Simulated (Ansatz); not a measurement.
Stepwise reaction of `O[SiH](O)O[SiH2]F` with hydrogen fluoride, as a gas-phase model of exchange steps in deposition or etching. ΔE in kJ/mol.

Computed with Ansatz on PBE0-D4/def2-TZVP structures; ΔE is electronic, products minus reactants. CCSD(T)/CBS is the MP2 limit (def2-TZVPP, def2-QZVPP) plus CCSD(T) − MP2 in def2-TZVPP, frozen cores. This one scheme is used for every species. Functionals use def2-TZVPP. B3LYP here is the variant with VWN-RPA as its local correlation; programs differ in this. Each species was taken in one conformer, which may not be the lowest.

| step | reaction | PBE-D4 | B3LYP-D4 | ωB97M-V | CCSD(T)/CBS |
| --- | --- | --- | --- | --- | --- |
| 1 | `O[SiH](O)O[SiH2]F` + H–F → `O[SiH](F)O[SiH2]F` + H₂O | -42.4 | -45.1 | -44.5 | -43.8 |

(1) Give the row of step 2, `O[SiH](F)O[SiH2]F` + H–F → `F[SiH2]O[SiH](F)F` + H₂O. (Estimate.)

(2) By hand: ΔE of the 2 steps together at CCSD(T)/CBS.

Answers

(1) Ansatz gave: 
| step | reaction | PBE-D4 | B3LYP-D4 | ωB97M-V | CCSD(T)/CBS |
| --- | --- | --- | --- | --- | --- |
| 2 | `O[SiH](F)O[SiH2]F` + H–F → `F[SiH2]O[SiH](F)F` + H₂O | -38.0 | -40.6 | -40.0 | -40.8 |

(2) (-43.8) + (-40.8) = -84.6 kJ/mol, or -42.3 kJ/mol a step.

In ΔE the steps differ by no more than 3.0 kJ/mol. All are downhill at CCSD(T)/CBS. PBE-D4 differs from CCSD(T)/CBS by 1.4 to 2.8 kJ/mol a step. Isolated molecules leave out the surface, adducts and barriers. Largest T1 diagnostic: 0.012.
